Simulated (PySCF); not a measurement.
Mayer bond orders and bond lengths

Compound: C5H12N2.
Numbering: `[CH3:1][CH2:2][N:3]1[CH2:4][CH2:5][CH2:6][NH:7]1` (hydrogens: H8, H9, H10 on C1; H11, H12 on C2; H13, H14 on C4; H15, H16 on C5; H17, H18 on C6; H19 on N7)

Geometry (GFN2-xTB, Å), atoms numbered from 1 in this order:
```xyz
19
C5H12N2 angstrom
C      2.454   -0.127   -0.618
C      1.140    0.639   -0.627
N      0.356    0.289    0.550
C     -0.902    1.024    0.664
C     -1.960    0.188   -0.088
C     -1.272   -1.189   -0.220
N     -0.006   -1.085    0.515
H      3.010    0.103    0.287
H      2.255   -1.195   -0.640
H      3.052    0.145   -1.483
H      0.599    0.435   -1.563
H      1.336    1.713   -0.571
H     -1.154    1.086    1.728
H     -0.800    2.035    0.274
H     -2.890    0.125    0.474
H     -2.177    0.615   -1.066
H     -1.040   -1.411   -1.266
H     -1.873   -2.006    0.176
H     -0.140   -1.375    1.482
```

Bond orders from the PBE0/pcSseg-1 density (PySCF). The structure is a single GFN2-xTB conformer in the gas phase; no vibrational or solvent corrections.

(1) Where do the orders between heavy atoms depart from those drawn in the SMILES?

(2) Set the Mayer orders of the bonds between heavy atoms beside their lengths.

Results:

(1) The largest departure is 0.066, at C2–N3 (drawn single, 0.934) and C1–C2 (drawn single, 1.065).

(2) 
| bond | drawn as | length (Å) | Mayer order |
| --- | --- | --- | --- |
| C1–C2 | single | 1.521 | 1.065 |
| C2–N3 | single | 1.457 | 0.934 |
| N3–C4 | single | 1.462 | 0.952 |
| C4–C5 | single | 1.544 | 1.015 |
| C5–C6 | single | 1.544 | 1.015 |
| C6–N7 | single | 1.467 | 0.974 |
| N7–N3 | single | 1.422 | 1.001 |

Bonds between the same two heavy elements. C–C: lowest C4–C5 and C5–C6 (1.015, 1.544 Å), highest C1–C2 (1.065, 1.521 Å). C–N: lowest C2–N3 (0.934, 1.457 Å), highest C6–N7 (0.974, 1.467 Å); in 2 of the 3 pairs the longer bond (by over 0.003 Å) has the higher order (by 0.02 or more). Bonds named together lie within 0.004.

Task: And the bonds to hydrogen?

Result: C–H: 0.94 to 0.96 (11 bonds); H–N: 0.94 (1 bond).

Task: Sum the orders of all bonds at each heavy atom with more than one neighbour and set the sums beside the valence in the SMILES.

Result: C1 3.953 (drawn 4), C2 3.888 (drawn 4), N3 2.887 (drawn 3), C4 3.876 (drawn 4), C5 3.939 (drawn 4), C6 3.897 (drawn 4), N7 2.915 (drawn 3). Orders between atoms that aren't bonded are not in these sums.

Mayer orders depend on the basis set.
